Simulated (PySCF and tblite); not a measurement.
Values are calculated unless marked as measured or tabulated.
System: C6H5N3S, numbered as in [cH:1]1[cH:2][s:3][c:4](-[c:5]2[n:6][cH:7][n:8][nH:9]2)[cH:10]1.

The path came from a restrained scan, a climbing-image band and a saddle search at GFN2-xTB; energies are CAM-B3LYP/pcSseg-1 + D3(BJ), IEF-PCM methanol//GFN2-xTB, thermal terms GFN2-xTB. Rate constants are transition-state-theory values, counting equivalent paths, without tunnelling. Run with tblite and PySCF.

Q: How high is the barrier to the rotation about the C4–C5 bond (torsion S3–C4–C5–N6 from 180° to 360°, rising), through which structure does it pass, and what rate follows at 298 K?

A: The electronic barrier is 2.8 kcal/mol and ΔG‡(298 K) 3.2 kcal/mol, over a C1 saddle with an imaginary mode of 62i cm⁻¹ (GFN2-xTB). With 2 equivalent paths, k is 6×10¹⁰ s⁻¹, a mean lifetime of the start of 17 ps against this motion. The end lies 1.1 kcal/mol below the start in free energy.
